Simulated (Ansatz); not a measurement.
A run for Ansatz (a quantum-chemistry and plane-wave program): U-CCSD(T)/cc-pV(T+d)Z on FHSi (SMILES F[SiH]), a point of a bond scan (R = 1.782 Å). Files ending in .json are basis or fitting sets from the Basis Set Exchange.

Ansatz 0.2 input:
```yaml
crystal:
  periodic: [false, false, false]
  atoms:
    - {symbol: Si, position_ang: [-0.20727404, -0.34538525, 0.44957300]}
    - {symbol: H, position_ang: [-1.00310898, -1.19489806, -0.55576776]}
    - {symbol: F, position_ang: [0.49799853, 0.77157417, -0.74629949]}
basis:
  gaussian:
    orbitals: cc-pV_T+d_Z.json
correlation: {method: ccsd_t, electrons: outside_noble_gas}
scf: {omitted_lower_state_checks: [cluster_reference]}
magnetization: {spin_polarized: true, initial_magnetization: 0}
```

The head of its log:

```
WARN ansatz: RAYON_NUM_THREADS=1 ignored (pool sized by the plan → 1); use --threads N
Functional definition: HF
these checks for a lower state are left out or cut short: cluster_reference
integrals: 0.10 GiB planned
506 factors; integrals over basis functions are off by at most 1.0e-3 eV
mean field: 0.14 GiB planned
mean field evaluation 1: about -10583.2679 eV, gradient 2.1e1 eV
mean field evaluation 2: about -10583.2709 eV, gradient 2.1e1 eV
mean field evaluation 4: about -10584.9736 eV, gradient 1.3e0 eV
mean field evaluation 8: about -10584.9949 eV, gradient 2.2e-4 eV
mean field evaluation 16: about -10585.0432 eV, gradient 1.0e-2 eV
mean field evaluation 32: about -10582.9782 eV, gradient 7.2e0 eV
mean field -10585.04320077 eV, -388.9931628284 hartree, gradient 3.1e-6 eV, S^2 0.273868; 4 other end points of the search recorded, 0 dependent functions left out
6 core orbitals not correlated
reference -10585.04320077 eV, -388.9931628284 hartree; 6, 6 occupied and 71, 71 virtual orbitals, 506 factors
```

Task: What total energy does the run end on?

Result: -389.3789 hartree (reference determinant -388.9932, T1 diagnostic 0.066). Its determinant has ⟨S²⟩ = 0.27, a mixture of spin states.
